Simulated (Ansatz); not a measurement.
`OC[TeH]`, charge 0, multiplicity 1.

Task: Give a relaxed structure at PBE0-D4/def2-TZVP (Ansatz). (Best estimate.)

Result: Computed: 
```xyz
7

O    -1.326   -0.411    0.518
C     0.008   -0.033    0.588
Te    0.645    1.405   -0.919
H    -1.501   -0.788   -0.349
H     0.708   -0.869    0.503
H     0.158    0.465    1.544
H     1.307    0.231   -1.886
```
